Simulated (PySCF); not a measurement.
## Bond length, frequency and bond energy of MgBr by level of theory

State: ²Σ⁺ (doublet), unpaired electrons σ ↑. Set-up: basis Mg aug-cc-pVDZ, Br aug-cc-pVDZ-PP with ECP10; scalar-relativistic core potentials; PySCF 2.14. De refers to Mg + Br in their high-spin ground configurations, without counterpoise correction. The functionals are run spin-unrestricted. A positive dipole means Mg(−)Br(+).

```tsv
Level	Re (Å)	ωe (cm⁻¹)	De (eV)	μ (D)	CPU s a point (SCF and correlation, without the integrals)
UHF	2.391	365	2.47	-3.67	0.27
UHF-MP2	2.397	364	2.96	n/a	0.49
UHF-SCS-MP2	2.399	362	2.74	n/a	n/a
UHF-CCSD	2.397	363	2.57	n/a	n/a
UHF-CCSD(T)	2.400	362	2.63	n/a	23
PBE	2.404	346	2.83	-3.34	0.63
PBEsol	2.391	353	3.02	-3.33	0.5
revPBE	2.417	341	2.72	-3.36	0.5
BP86	2.407	345	2.80	-3.44	0.49
r²SCAN	2.384	360	3.11	-3.45	0.93
PBE0	2.386	359	2.85	-3.44	1.4
```

(1) Which functional lies closest to UHF-CCSD(T) in De, which farthest, and by how much do they differ from it?

(2) What does the step from GGA to meta-GGA do here, going from PBE to r²SCAN?

(3) What does second-order correlation do here, going from UHF to UHF-MP2?

Correlated steps freeze 5 core orbitals. Correlated levels converge slowly with the basis: in double zeta they bind strong bonds too weakly, by up to about 1 eV, and carry superposition errors of some tenths. Spin–orbit coupling is left out. The state was picked by a PBE0 search and need not be the measured ground state.

The whole job (state search and all levels along the bond) took about 3.7 min on 1 thread of Oxide Virtual Turin-like (shared host), peak memory 0.72 GiB.

Results:

(1) Closest is revPBE (+1.7 pm in Re, -5.8 % in ωe, +0.09 eV in De against UHF-CCSD(T) in the same basis), farthest r²SCAN (-1.6 pm in Re, -0.6 % in ωe, +0.48 eV in De). CCSD(T) converges more slowly with the basis than the functionals do and binds too weakly in this one, so the order can change at the basis-set limit.

(2) r²SCAN less PBE: -2.0 pm in Re, +4.0 % in ωe, +0.28 eV in De. 

(3) UHF-MP2 less UHF: +0.6 pm in Re, -0.3 % in ωe, +0.49 eV in De. Correlation nearly always deepens the well. The bond lengthens, as in strong covalent bonds, where excitations into antibonding orbitals dominate.
